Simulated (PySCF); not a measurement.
GeH₅Si, SMILES [SiH2][GeH3] (connectivity only; charge and spin as stated), charge +1, multiplicity 1. Geometry: B3LYP-D3(BJ)/def2-TZVP. The multiplicity is an assumed one; other spin states were not compared. The isomer is the one that the SMILES or the coordinates give; other isomers of the formula were not compared.

PySCF with TDDFT-PBE/def2-SVPD puts the lowest singlet excitations at 3.43, 3.66, 4.15, 5.01, 7.48, 7.57 eV.

What are the lowest excitation roots from ADC(2)/aug-cc-pVDZ run with PySCF? (Estimate from the structure and the level; the computed values follow.)

3.92, 5.52, 6.03, 6.29, 8.56, 8.57 eV. S1 differs by 0.49 eV (second minus first; roots are paired by order, and the bases may differ).
